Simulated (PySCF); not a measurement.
# Computed vibrations of Tb(SH)3

Tb(SH)3 (singlet in the valence; each metal's 4f electrons, 8 of them, lie in its core potential, out of spins and levels). PySCF 2.14.0, RKS PBE0, Tb lcecp-1-SVP with ECP54, S def2-SVP, H def2-SVP; non-relativistic Hamiltonian with scalar-relativistic core potentials where named; density fitting; no spin-orbit coupling. Central differences of gradients.

```xyz
7

Tb    0.0000    0.0000   -0.3367
S     2.4497    0.0000    0.5006
H     2.1408    0.0000    1.8173
S    -1.2248    2.1215    0.5006
H    -1.0704    1.8540    1.8173
S    -1.2248   -2.1215    0.5006
H    -1.0704   -1.8540    1.8173
```

Run from Python with OMP_NUM_THREADS=2. Where DIIS fails, smearing, a level shift and second-order steps follow.
It took 48 s on 2 threads of Arm Neoverse V2, on a shared host.

What are the harmonic wavenumbers and infrared intensities?

Modes are labelled in C3v; negative numbers are unstable modes, those under 60 cm⁻¹ near the noise; a finer grid moves soft modes by up to 10 cm⁻¹.
```csv
cm⁻¹,km/mol,symmetry
-278,–,a2
-194,–,e
-194,–,e
67,19.0,a1
86,4.5,e
86,4.5,e
301,19.4,e
301,19.4,e
309,12.6,a1
338,72.1,e
338,72.1,e
381,27.6,a1
2707,2.6,e
2707,2.6,e
2708,0.0,a1
```

Is this a minimum?

No: 3 unstable; the lowest moves the atoms so:
```
Tb   0.00  0.00  0.00
S    0.00  0.02  0.00
H    0.00 -0.58  0.00
S   -0.01 -0.01  0.00
H    0.50  0.29  0.00
S    0.01 -0.01  0.00
H   -0.50  0.29  0.00
```

An lcecp potential fixes the number of 4f electrons, so in runs with it no electron can move into or out of that shell.
